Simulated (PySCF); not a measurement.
A structure optimised at PBE-D3(BJ)/def2-SVP, used in a PySCF frequency run:

```
C
H 1 1.1109
C 1 1.5158 2 112.70
C 3 1.3449 1 135.22 2 -72.60
F 4 1.3491 3 122.93 1 -178.28
O 3 1.3840 4 129.03 5 -0.28
H 4 1.1005 3 122.22 6 -179.83
C 6 1.4577 3 90.62 4 -176.50
H 8 1.1098 6 111.50 3 -121.63
H 8 1.1116 9 109.82 6 123.79
C 1 1.5235 2 110.54 3 -134.92
H 11 1.1086 1 110.97 2 60.37
H 11 1.1087 12 107.71 1 -121.69
H 11 1.1095 12 107.58 13 -116.63
```
Charge 0, spin multiplicity 1.

### Question
Write its SMILES and formula.

### Answer
C[C@H]1CO/C1=C\F, C5H7FO

### Question
What are its rotational constants (standard atomic weights)?

### Answer
4.7880, 1.8580, 1.4298 GHz
